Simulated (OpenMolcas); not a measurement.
Ag I: from CASSCF to CASPT2

```yaml
Program: OpenMolcas 26.06
Basis: ANO-RCC-VTZP [7s6p4d2f1g]
Scalar_Hamiltonian: DKH2, point nucleus
Active_space: 11 electrons in 6 orbitals (4d 5s)
State_averaging: 2S+1 = 2 even, 6 roots
Spin-orbit_coupling: RASSI with atomic mean-field integrals over the reference wave functions, term energies averaged over their components
```

Methods on the same reference wave functions:
A. CASSCF
B. SS-CASPT2, IPEA 0.25 Eh, imaginary shift 0.1 Eh (closed shells correlated: 4s 4p)

Energies in cm-1 above 4d10 5s 2S 1/2, the measured ground level; measured values from NIST Handbook of Basic Atomic Spectroscopic Data.

```tsv
Level	A	B	Measured
4d10 5s 2S 1/2	0.0	0.0	0.0
4d9 5s2 2D 5/2	20895	28620	30242
4d9 5s2 2D 3/2	25160	32890	34714
```

Deviations, from unrounded energies. A percentage is the sum of absolute deviations over the sum of measured energies, with the sign that they share, or ± where signs differ.

```tsv
Against measurement	Levels	A	B
mean absolute deviation (cm-1)	2	9500	1700
other configurations (%)	2	-29.1	-5.3
```

B lies closest to measurement on these levels. The largest miss of B in the table is 4d9 5s2 2D 3/2, by -1800 cm-1. The ranking rests on the paired levels alone, and a cruder setting can come out closer through cancelling errors.

The lowest spin-free term lies below A's lowest term by 0.642 hartree in B.

CASPT2 does not keep the components of a term degenerate, so their means are used; among the terms shown or strongly mixed into the levels shown the widest spread is 150 cm-1 (4d9 5s2 2D, B). A single d shell beside an s shell can misplace configurations of different d count against each other. Without dynamic correlation excited terms often stand tens of per cent too high (terms of higher spin than the ground term too low), and those without a measured partner can miss by more than the paired ones (holds for A). Measured partners are found by configuration, term and J. A level has none where our copy of the source lacks it or the pairing is in doubt (some pairs that miss far off the trend of their configuration count as doubtful), and it then counts in no deviation. Levels of configurations outside the active space are missing.
